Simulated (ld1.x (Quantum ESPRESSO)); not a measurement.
# What one change does to a pseudopotential (tantalum, ultrasoft)

* Element: tantalum
* Generator: ld1.x (Quantum ESPRESSO) 7.5
* Type: ultrasoft
* Functional: PBE
* Relativity: scalar-relativistic
* Frozen core: [Kr] 4d10 4f14 5s2
* Valence charge: 11
* Reference configuration: 5p6 5d3 6s1.5 6p0.5
* Partial waves: 6s (bound): rcut 2.40, rcutus 3.10 bohr; 6s channel at 2.05 Ry: rcut 2.40, rcutus 3.10 bohr; 5p (bound): rcut 2.50, rcutus 2.70 bohr; 6p (bound): rcut 2.50, rcutus 2.70 bohr; 5d (bound): rcut 2.30, rcutus 2.85 bohr; 5d channel at 0.05 Ry: rcut 2.30, rcutus 2.85 bohr
* Local potential: all-electron potential smoothed inside 2.85 bohr (lloc = -1)
* Core correction: none
* Augmentation charge: PSQ, radius 2.10 bohr

Change: local potential all-electron potential smoothed inside 1.12 bohr (lloc = -1).

Cutoffs: the cutoffs (Ry, on a coarse ladder) from which the occupation-weighted sum of valence levels, in a spherical-Bessel basis at the reference potential, stays within 10 and 1 mRy of its value at 400 Ry; they do not see the model core or the augmentation charge, which bear on the density cutoff. Errors are all-electron minus pseudo energies relative to the spin-unpolarised reference configuration.

Problem. What does the change do?

Solution. A bound ghost appears in d, which as a rule spoils a file; of the 7 tests that both files solve, the error grows in 1 and shrinks in 1 by more than 15 % and 0.3 meV (median size 2.1 → 2.1 meV); the range in which the s phases agree narrows (upper end 3.0 → 1.0); the range in which the p phases agree narrows (upper end 3.0 → 1.8). A state that the projectors do not describe sees the local part alone, so a deeper or shallower local part can create or remove a ghost.

```csv
quantity,base,changed
"cutoffs, loose and tight","12 Ry, 21 Ry",not determined
bound ghosts,none,"d (s not tested, overlap not positive)"
"error for 5p6 5d3 6s2 6p0, meV [ΔE -2.06 eV]",+0.8,+0.9
"error for 5p6 5d3 6s1 6p0, meV [ΔE 6.41 eV]",-1.2,-0.9
"error for 5p6 5d3 6s0 6p0, meV [ΔE 21.38 eV]",+11,+12
"error for 5p6 5d3.5 6s1.5 6p0, meV [ΔE -1.07 eV]",-2.1,-2.1
"error for 5p6 5d4 6s1 6p0, meV [ΔE 0.04 eV]",-6.7,-6.7
"error for 5p6 5d2 6s2 6p0, meV [ΔE 5.62 eV]",+1.8,+1.3
"error for 5p6 5d2 6s2 6p1, meV [ΔE 0.93 eV]",+2.6,+4.0
s: phases at 3.33 bohr within 0.05 rad from the reference energy up to (Ry; the scan ends near 5),3.0,1.0
p: phases at 3.33 bohr within 0.05 rad from the reference energy up to (Ry; the scan ends near 5),3.0,1.8
d: phases at 3.33 bohr within 0.05 rad from the reference energy up to (Ry; the scan ends near 5),to the end of the scan,5.0
lowest overlap eigenvalue by channel,"s 0.65, p 0.79, d 1.00","s -0.50, p 0.69, d 1.00"
```

Changed file: the overlap operator is not positive definite in a basis up to 400 Ry (lowest eigenvalue s -0.50), so the file is unfit for use: the generalised eigenproblem breaks down once the basis is large enough, and its test numbers describe a broken file. A true bound ghost makes a file unfit for plane-wave use even where its test errors are small: the radial tests pick states by their node count and pass the ghost by.
